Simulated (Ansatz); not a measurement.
System: sum formula H₄Si₂OF, net charge 0, doublet state. It need not be the lowest isomer of its formula. 
Coordinates optimised at B3LYP-D3(BJ)/def2-TZVP (Ansatz, an electronic-structure program):
```
O
Si 1 1.6254
F 2 1.6094 1 108.95
Si 1 1.6484 2 150.26 3 52.26
H 4 1.4771 1 107.87 2 158.51
H 4 1.4782 5 110.06 1 -119.44
H 4 1.4801 5 109.91 6 -120.94
H 2 1.4914 3 106.75 1 -116.15
```
Charge 0, spin multiplicity 2.

Basis-set convergence of Hartree-Fock and CCSD(T) correlation energies (hartree) with Ansatz. Valence correlation only, unless marked. UHF or UKS for open shells. No spin-orbit coupling. Non-relativistic.

```json
[
 {"basis": "cc-pV(D+d)Z", "functions": "94", "E(HF)": "-754.61393", "E(corr, CCSD(T))": "-0.59465"},
 {"basis": "cc-pV(T+d)Z", "functions": "194", "E(HF)": "-754.72110", "E(corr, CCSD(T))": "-0.76134"},
 {"basis": "cc-pV(Q+d)Z", "functions": "358", "E(HF)": "-754.74614", "E(corr, CCSD(T))": "-0.81920"}
]
```

Extrapolating the two largest sets (X = 3 and 4) as X^-3: E(corr) = (64·(-0.81920) - 27·(-0.76134))/37 = -0.8614 Eh, an estimate of the basis-set limit. The largest set recovers 95.1 % of it, the smallest 69.0 %.
